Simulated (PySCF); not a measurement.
C₆ coefficients of unlike pairs at M06-L

Calculated with PySCF 2.14 from the dipole response of each species, C₆(A,B) = (3/π) ∫ α_A(iu) α_B(iu) du, in atomic units, from isotropic polarisabilities. For ions this is the dispersion term alone; charge-induced terms of lower order in 1/R come first.

```json
{"species": "Mn⁺", "configuration": "[Ar] 3d5 4s1 (7S)", "basis": "aug-cc-pVTZ-DK (8s7p5d3f2g)", "relativity": "spin-free X2C", "α (bohr³)": "32.20", "C₆ (like pair)": "177.3"}
{"species": "N²⁺", "configuration": "[He] 2s2 2p1 (2P)", "basis": "aug-cc-pwCVDZ (5s4p2d)", "relativity": "none", "α (bohr³)": "2.634", "C₆ (like pair)": "3.878"}
{"species": "Ga³⁺", "configuration": "[Ar] 3d10 (1S)", "basis": "aug-cc-pwCVTZ-PP with ECP10MDF (8s7p6d4f1g)", "relativity": "core potential", "α (bohr³)": "1.330", "C₆ (like pair)": "2.859"}
{"species": "F", "configuration": "[He] 2s2 2p5 (2P)", "basis": "x2c-TZVPPall with one added diffuse shell each of s, p, d type (6s4p3d1f)", "relativity": "spin-free X2C", "α (bohr³)": "3.909", "C₆ (like pair)": "10.79"}
```

Problem. Estimate C₆ for F with Ga³⁺.

Solution. The integral gives 5.141. The combination rule 2 C_A C_B / (C_A α_B/α_A + C_B α_A/α_B) gives 5.111 and the geometric mean 5.555.

No spin-orbit coupling is included.

The other pairs:

| pair | C₆ |
| --- | --- |
| Ga³⁺, Mn⁺ | 15.33 |
| F, N²⁺ | 6.429 |
| N²⁺, Mn⁺ | 23.39 |
| Ga³⁺, N²⁺ | 2.944 |
| F, Mn⁺ | 37.19 |
